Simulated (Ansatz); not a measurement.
Cost and result up the ladder for TePb₃Cl₄ (the lowest singlet isomer of a short search) (8 atoms). The state is a singlet with charge 0. Geometry: r2SCAN-D4/def2-SVP.

```xyz
8

Pb   -1.768   -0.204   -1.315
Pb    0.444    1.945    0.959
Pb    1.427   -1.680    0.199
Te    1.103    0.654   -1.690
Cl    2.470    0.262    1.950
Cl   -0.680   -2.800   -1.291
Cl   -2.083    2.364   -0.209
Cl   -0.912   -0.541    1.397
```

Ansatz on 4 threads of Arm Neoverse N1 on a shared host. Times are rough, and most runs start from the orbitals of an earlier one. ωB97M-V/def2-TZVPD serves as the yardstick here, not as an exact answer. Differences are given only for rows in sets of like size (and for xTB, whose basis is part of the method), since another set adds its own error. Binding counts from free atoms at the same level (Pb triplet, Te triplet, Cl doublet; other spins of the atoms weren't run), without zero-point energy or a counterpoise term.

In the def2 sets Pb, Te take a core potential; there is no spin–orbit coupling. Correlated methods freeze 36 core orbitals; core or outer-core shells of Pb, Te are correlated, in sets that lack core-valence functions. The rows differ in basis, and correlated rows in double-zeta sets carry the largest basis error. Another isomer (singlet) lies 0.02 eV lower at r2SCAN-D4/def2-TZVP; other spin states weren't run for this one.

Correlated methods converge slowly with the basis, most of all in double-zeta sets.

| level | functions | wall time | binding energy per atom (eV) | difference from ωB97M-V/def2-TZVPD (eV) |
| --- | --- | --- | --- | --- |
| PBE-D4/def2-SVP | 176 | 5.5 s | 3.04 | – |
| MP2/def2-SVP | 176 | 11 s | 2.56 | – |
| PBE0-D4/def2-SVP | 176 | 12 s | 2.90 | – |
| RPA@PBE/def2-SVP | 176 | 16 s | 2.17 | – |
| PBE-D4/def2-TZVP (with forces) | 348 | 18 s | 3.02 | 0.19 |
| PBE-D4/def2-TZVPD | 411 | 23 s | 3.01 | 0.19 |
| r2SCAN-D4/def2-TZVP | 348 | 33 s | 2.89 | 0.07 |
| PBE0-D4/def2-TZVP | 348 | 44 s | 2.88 | 0.06 |
| HF/def2-TZVP | 348 | 54 s | 1.72 | -1.10 |
| B97M-V/def2-TZVP | 348 | 59 s | 3.01 | 0.19 |
| PBE0-D4/def2-TZVPD | 411 | 61 s | 2.88 | 0.06 |
| ωB97M-V/def2-TZVP | 348 | 94 s | 2.82 | 0.00 |
| ωB97M-V/def2-TZVPD | 411 | 2.3 min | 2.82 | 0.00 |
